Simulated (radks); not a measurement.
Values are calculated unless marked as measured or tabulated.
Initial-state core-level shifts of neutral rhodium when its valence configuration changes from [Kr] 4d8 5s1. Level of theory: Dirac Kohn-Sham, PBE, spin-unpolarised, spherical densities, point nucleus; open shells fill j = l - 1/2 first (a radial shooting solver on a logarithmic mesh with Libxc functionals). Shifts are changes of the shell-averaged eigenvalues in eV (positive: less bound).

valence               2s       3s       3d       4s
4d9               +3.201   +3.184   +3.196   +3.054
4d8.5 5s0.5       +1.697   +1.684   +1.691   +1.604
4d7.5 5s0.5 5p1   -3.410   -3.408   -3.413   -3.335
4d7 5s2           -3.908   -3.850   -3.870   -3.582
4d7.5 5s1.5       -1.873   -1.850   -1.859   -1.736
4d6.5 5s0.5 5p2   -8.867   -8.796   -8.821   -8.369
4d7 5p2           -6.724   -6.705   -6.717   -6.495
4d8 5s0.5 5p0.5   -0.831   -0.843   -0.840   -0.870
4d6 5s0.5 5p2.5  -11.830  -11.701  -11.741  -11.020
